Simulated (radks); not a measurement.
Values are calculated unless marked as measured or tabulated.
Species: Br I. Configuration: [Ar] 3d10 4s1.75 4p5.25 (fractional occupations, a model configuration).

Level of theory: scalar-relativistic Kohn-Sham, SOGGA, spin-polarised, spherical densities, finite nucleus; open shells are filled with parallel spins first; Fermi nuclear charge, rms radius 4.1629 fm (a radial shooting solver on a logarithmic mesh with Libxc functionals).

Energy parts (eV):
part                       energy
total                  -70866.708
kinetic                 72396.809
electron-nucleus      -170935.757
Hartree                 30123.207
exchange-correlation    -2450.968

Orbitals (lengths in bohr, moments of r in powers of bohr; r(90%) holds 90 % of the orbital's charge):
orbital  occ.  eigenvalue (eV)      <r>  r(90%)
1s up       1        -13307.90  0.04277  0.0765
1s down     1        -13307.83  0.04277  0.0765
2s up       1        -1731.990   0.1897   0.293
2s down     1        -1731.945   0.1897   0.293
2p up       3        -1528.067   0.1655   0.270
2p down     3        -1528.003   0.1655   0.270
3s up       1        -237.9790   0.5519   0.822
3s down     1        -237.8850   0.5518   0.821
3p up       3        -173.5956   0.5645   0.862
3p down     3        -173.4892   0.5643   0.862
3d up       5         -67.0240   0.5909   0.974
3d down     5         -66.8825   0.5899   0.972
4s up       1         -20.6291    1.670    2.49
4s down  0.75         -19.7823    1.675    2.50
4p up       3          -8.2784    2.080    3.21
4p down  2.25          -7.5170    2.110    3.28

The highest occupied level is 4p down at -7.517 eV. Spin moment in Bohr magnetons: 1. The spin density at the nucleus is 9.015 e/bohr^3 (1s -0.036, 2s 0.043, 3s -0.005, 4s 9.013).
